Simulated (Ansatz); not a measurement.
All numbers were calculated with Ansatz.

Basis-set series for C$_{2}$H$_{12}$AlNSi, SMILES `[CH3][AlH-]([CH3])[NH2+][SiH3]`. The species carries charge 0 and has multiplicity 1. The structure was optimised at the PBE0-D4/def2-TZVP level. It is one conformer, not always the lowest.

Z-matrix (Å, degrees):
```
C
Al 1 1.977
H 1 1.096 2 110.7
H 1 1.096 2 112.9 3 118.8
H 1 1.096 2 112.9 3 -119.0
C 2 1.979 1 117.8 3 70.3
N 2 2.094 1 99.9 3 -179.5
H 2 1.612 1 117.1 3 -75.9
H 6 1.095 2 113.4 1 166.4
H 6 1.096 2 114.4 1 42.5
H 6 1.097 2 108.7 1 -75.8
Si 7 1.784 2 114.6 1 -86.5
H 7 1.016 2 105.6 1 149.2
H 7 1.016 2 104.1 1 37.1
H 12 1.486 7 109.6 2 165.5
H 12 1.477 7 107.5 2 46.0
H 12 1.477 7 106.8 2 -75.1
```

| functional | basis | functions | energy (Eh) | HOMO (eV) | LUMO (eV) |
| --- | --- | --- | --- | --- | --- |
| PBE0-D4 | def2-TZVPP | 345 | -669.82657 | -6.99 | -0.60 |
| PBE0-D4 | def2-QZVPP | 671 | -669.85281 | -7.00 | -0.76 |
| ωB97M-V | def2-TZVPP | 345 | -670.09710 | -9.26 | 0.96 |
| ωB97M-V | def2-QZVPP | 671 | -670.12192 | -9.27 | 0.57 |

(1) Give the rows for def2-SVP. (An estimate is asked.)

Answers

(1) The calculation gave: 
| functional | basis | functions | energy (Eh) | HOMO (eV) | LUMO (eV) |
| --- | --- | --- | --- | --- | --- |
| PBE0-D4 | def2-SVP | 138 | -669.48191 | -6.92 | -0.17 |
| ωB97M-V | def2-SVP | 138 | -669.74149 | -9.17 | 1.61 |

Positive LUMOs are unbound and depend on the basis.
